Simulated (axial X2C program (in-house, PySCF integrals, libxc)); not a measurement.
## What spin–orbit coupling does to PtH

Computed with an in-house all-electron X2C program for linear molecules (integrals from PySCF). Spin-free means the one-electron spin-free X2C Hamiltonian; two-component (2c) means X2C with spin–orbit coupling and atomic mean-field two-electron Coulomb and Gaunt terms, so the difference of the two also holds small scalar two-electron terms. Basis: Pt dyall-cv3z [13s14p9d6f4g], H dyall-v3z [6s2p1d] (cores contracted in-house); Gaussian nuclei, density fitting, unrestricted open shells. Masses: Pt 194.965 u, H 1.008 u.

Spin-free state: M_S = 1/2, Λ = 0 (beyond evenly filled blocks: σα); fragments Pt + H.

```
  level  Re (Å)  ωe (cm⁻¹)  De (eV)  μ (D)
   PBE0   1.518     2401.5    3.433  -1.24
     HF   1.557     2140.1    1.950  -2.29
    MP2   1.483     2615.2    3.386    n/a
   CCSD   1.516     2406.8    3.423    n/a
CCSD(T)   1.515     2414.4    3.503    n/a
  TPSSh   1.525     2386.9    3.622  -1.22
```

Correlated methods: 11 electrons correlated (number of frozen shells: Pt 5 s, 4 p, 2 d, 1 f; H none), 221 virtual spin orbitals or spinors in MP2, 90 natural virtuals in coupled cluster.

Dipoles are positive if H is the positive end.

Two-component determinant lowest at the distance of the search:

Ω = 5/2 (⟨Sz⟩ = 0.50, ⟨Lz⟩ = 2.00 at HF); fragments Pt + H.

| level | Re (Å) | ωe (cm⁻¹) | De (eV) | μ (D) |
| --- | --- | --- | --- | --- |
| PBE0 | 1.526 | 2360.7 | 3.414 | -1.30 |
| HF | 1.548 | 2224.4 | 2.037 | -2.28 |
| MP2 | 1.502 | 2508.9 | 3.376 | n/a |
| CCSD | 1.520 | 2377.9 | 3.430 | n/a |
| CCSD(T) | 1.521 | 2374.5 | 3.512 | n/a |
| TPSSh | 1.532 | 2347.6 | n/a | -1.25 |

**Question.** From the two tables, how do the constants change at the CCSD(T) level (2c against spin-free)?

**Answer.** At the CCSD(T) level Re rises by 0.006 Å and ωe decreases by 39.9 cm⁻¹; De changes by 0.009 eV. The two determinants differ in configuration, so these shifts compare two states and are not the spin–orbit effect on one state.

One determinant describes the state; a PBE0 search over occupations chose it and may have missed a lower one. Dissociation energies refer to the lowest single-determinant-based atoms at the same level and basis. De is not given where an atomic determinant may have missed its ground term or J level, or where the truncated virtual space spoils (T). Density functionals use the spin component along the axis (collinear). CCSD and (T) use frozen natural virtuals with an MP2 correction for the truncation; (T) itself is uncorrected, so its De runs slightly low. Other states lie close and PBE0, whose exact exchange favours high spin, may order them wrongly; the determinant shown need not be the ground state. The nearest other spin-free determinant of the search, M_S = 1/2, Λ = 2, lies 0.19 eV up at the distance of the search. The functionals have no current-density term, which raises determinants with orbital currents, atoms included.
